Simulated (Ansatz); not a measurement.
Li12F12⁻ (started as a model of: (LiF)12 cage of four- and six-membered rings). The state is a doublet with charge -1. Geometry r2SCAN-D4/def2-SVP; atoms count from 1.

Cartesian coordinates in Å:
```
Li 0.4969 3.3943 0.9045
F 1.8320 2.2126 0.5543
Li 1.4467 2.5551 -1.1690
F 0.0033 3.5470 -0.8706
Li -1.3782 2.5216 -0.3681
F -1.0800 2.6891 1.3985
Li -0.9557 1.1660 2.2257
F 0.5924 0.2688 2.4902
Li 1.7644 0.5356 1.1647
F 1.9773 -0.8886 0.0079
Li 1.6447 -0.5014 -1.7113
F 1.2734 1.1766 -2.2181
Li -0.4157 0.5217 -2.3324
F -1.6498 0.8940 -1.0856
F 0.1794 -1.1526 -2.5622
Li -2.1126 -0.5414 -0.0190
F -1.8772 -0.2899 1.7369
Li -0.4412 -1.1890 2.3703
F 0.1266 -2.7048 1.7382
Li 1.3570 -2.5220 0.4380
Li -0.5444 -2.5403 -1.7998
F -1.8244 -2.2124 -0.5792
Li -0.9066 -3.4012 0.4438
F 0.4916 -3.5388 -0.7578
```

The highest occupied level of the relaxed charge -1 doublet lies above zero (up to 1.07 eV). By energy differences, losing it releases 0.39 eV (each at its own geometry, to the charge 0 singlet, at PBE0-D4/def2-SVP).

Question: Estimate the Mulliken populations from the PBE0/def2-SVP orbitals of Ansatz.

Answer: 
| atom | charge (e) | spin (α − β) |
| --- | --- | --- |
| Li1 | -0.04 | 0.63 |
| F2 | -0.58 | 0.00 |
| Li3 | 0.66 | -0.09 |
| F4 | -0.59 | 0.00 |
| Li5 | 0.69 | -0.11 |
| F6 | -0.58 | 0.00 |
| Li7 | 0.57 | 0.01 |
| F8 | -0.58 | 0.00 |
| Li9 | 0.61 | -0.01 |
| F10 | -0.58 | 0.00 |
| Li11 | 0.50 | 0.09 |
| F12 | -0.58 | 0.00 |
| Li13 | 0.50 | 0.09 |
| F14 | -0.58 | 0.00 |
| F15 | -0.58 | 0.00 |
| Li16 | 0.61 | -0.01 |
| F17 | -0.58 | 0.00 |
| Li18 | 0.57 | 0.01 |
| F19 | -0.58 | 0.00 |
| Li20 | 0.69 | -0.11 |
| Li21 | 0.66 | -0.09 |
| F22 | -0.58 | 0.00 |
| Li23 | -0.04 | 0.63 |
| F24 | -0.59 | 0.00 |
Mulliken values and Mayer orders depend strongly on the basis.

Question: Where does the spin sit?

Answer: Summed by element: Li 1.01, F -0.01, of 1 unpaired in all. Largest on single atoms: Li23 0.63, Li1 0.63, Li20 -0.11.

Question: And the Mayer bond orders between bonded heavy atoms (over 0.3)?

Answer: Li3–F12 0.31 (1.74 Å); Li5–F14 0.30 (1.80 Å); F6–Li7 0.31 (1.74 Å); F10–Li11 0.32 (1.79 Å); F10–Li20 0.30 (1.80 Å); Li13–F14 0.32 (1.79 Å); F15–Li21 0.31 (1.74 Å); Li18–F19 0.31 (1.74 Å). Values over 0.3 also appear between atoms too far apart for a bond (Li1–Li23 0.79 at 6.95 Å); they arise where an orbital or an unpaired electron spreads over both atoms.
